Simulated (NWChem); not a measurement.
System: C3H6OSi; SMILES C=C[SiH2]C=O

```xyz
11

C      0.5478    -2.4525    -0.2731
C      0.5406    -1.2262     0.2868
Si    -0.8676    -0.0041     0.1377
C     -0.1015     1.7196    -0.3600
O      0.9756     2.0594     0.0980
H     -0.3083    -2.8351    -0.8559
H      1.4115    -3.1333    -0.1760
H      1.4308    -0.8885     0.8497
H     -1.5427     0.2473     1.4635
H     -1.8998    -0.4696    -0.8560
H     -0.6720     2.4160    -1.0587
```
Atoms are numbered in this order, from 1.

Program: NWChem. Pople sets run with spherical d functions. Coordinates come from a PBE-D3(BJ)/def2-SVP optimisation. Vertical excitations in the gas phase.

Problem. Estimate the computed values for PBE/6-31+G*, TDA. Quantities: lowest excitation, singlet (eV); oscillator strength of that lowest state; lowest state with f > 0.02, singlet (eV); orbital gap (eV).

Solution. 
```
Item                                      Result
----------------------------------------  ------
lowest excitation, singlet (eV)             3.11
oscillator strength of that lowest state   0.004
lowest state with f > 0.02, singlet (eV)    4.08
orbital gap (eV)                            2.80
```
